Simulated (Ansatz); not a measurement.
The cluster B11⁻. Total charge -1; singlet. Geometry r2SCAN-D4/def2-SVP, that of the neutral doublet.

Cartesian coordinates in Å:
```
B 0.1231 0.9770 -2.1204
B 0.6845 -1.9360 1.0469
B -0.3381 -0.1107 -1.0203
B 1.4504 0.4512 -0.7650
B -0.5595 -1.5589 1.9709
B 1.1654 -1.0419 -0.2204
B -1.5834 -0.3841 1.6298
B -0.3036 -0.6578 0.5685
B 1.0119 1.9331 -1.2025
B -1.3576 0.6827 0.4257
B -0.2932 1.6455 -0.3133
```

The structure comes from a short search, and lower isomers may exist.

**Question.** Estimate the orbital energies around the gap (eV) in Ansatz with LDA (SPW92)/def2-TZVP, PBE-D4/def2-TZVP, PBE0-D4/def2-TZVP.

**Answer.** 
| orbital | LDA (SPW92)/def2-TZVP | PBE-D4/def2-TZVP | PBE0-D4/def2-TZVP |
| --- | --- | --- | --- |
| HOMO−5 | -3.51 | -3.36 | -4.60 |
| HOMO−4 | -3.32 | -3.16 | -4.13 |
| HOMO−3 | -2.86 | -2.71 | -3.73 |
| HOMO−2 | -2.37 | -2.21 | -3.12 |
| HOMO−1 | -2.16 | -2.00 | -2.85 |
| HOMO | -0.68 | -0.51 | -1.14 |
| LUMO | 0.03 | 0.24 | 0.97 |
| LUMO+1 | 0.19 | 0.39 | 1.15 |
| LUMO+2 | 1.37 | 1.58 | 2.32 |
| LUMO+3 | 1.55 | 1.76 | 2.50 |
| LUMO+4 | 1.85 | 2.00 | 2.85 |
| LUMO+5 | 2.12 | 2.31 | 3.16 |
